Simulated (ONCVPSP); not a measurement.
**Potentials for V (Z = 23) compared**

Generated with ld1.x 7.5 (TM, RRKJ, ultrasoft, PAW), atompaw 4.2 or ONCVPSP 4.0.1. The cutoff is in Ry: for ld1.x and atompaw files where the sum of valence levels is converged to 10 mRy in a Bessel basis, for ONCV files where the hardest occupied wave has 1 mHa per electron of residual kinetic energy. The error is the largest all-electron minus pseudo excitation energy over each file’s own four to seven test configurations (ionisations up to +4, promotions, holes and added fractions of an electron), all of which were solved. The labels leave out finer settings (local radius, basis sizes, second energies), which also bear on the numbers. Spin-polarised tests are not counted. The rows are a selection from randomly drawn settings: files with unsolved tests, undetermined cutoffs or missed reference levels are left out.

A true bound ghost makes a file unfit for plane-wave use even where its test errors are small: the radial tests pick states by their node count and pass the ghost by.

| potential | cutoff (Ry) | largest error (meV) | bound ghosts |
| --- | --- | --- | --- |
| ONCV, PBEsol, scalar-relativistic, rc 2.15/2.00/1.85 (spd), local smoothed, core correction yes, reference 3d3 4s1.5, qcut 3.6/4.4/9, projectors 2/2/2 | 58 | -219 | s, p |
| ONCV, PBE, scalar-relativistic, rc 1.25/1.15/1.35 (spd), local smoothed, core correction no, reference 3s2 3p6 3d3 4s2, qcut 8.7/9.9/12.5, projectors 2/2/2 | 104 | +13 | none |
| ONCV, PBE, non-relativistic, rc 1.35/1.00/1.90 (spd), local smoothed, core correction yes, reference 3s2 3p6 3d3 4s2, qcut 10.7/7.7/6.7, projectors 2/3/2 | 71 | +112 | none |
| ONCV, PBEsol, scalar-relativistic, rc 1.55/1.55/1.75 (spd), local smoothed, core correction no, reference 3s2 3p6 3d3, qcut 8.9/10.3/10.9, projectors 2/1/1 | 75 | +38 | none |
| ONCV, PW91, scalar-relativistic, rc 0.90/1.50/2.00 (spd), local smoothed, core correction no, reference 3s2 3p6 3d2, qcut 5.9/10.6/8.6, projectors 2/2/3 | 550 | +142 | none |
| ONCV, PBE, fully relativistic, rc 2.20/2.00/2.05 (spd), local smoothed, core correction no, reference 3d2, qcut 2.6/4.3/9.1, projectors 2/3/3 | 55 | +1263 | p3/2, p1/2 |
| ONCV, PBE, scalar-relativistic, rc 1.75/0.95/1.45/1.55 (spdf), local smoothed, core correction no, reference 3s2 3p6 3d3 4s2, qcut 8.3/8.5/11.3/8, projectors 2/2/3/2 | 90 | +9.0 | none |

Fill in the row for V: ONCV, PBEsol, scalar-relativistic, rc 1.55/1.35/2.05 (spd), local smoothed, core correction yes, reference 3s2 3p6 3d3.5 4s1.5, qcut 9/11.9/8.7, projectors 2/2/2.

cutoff 51 Ry, largest error -77 meV, bound ghosts: none.
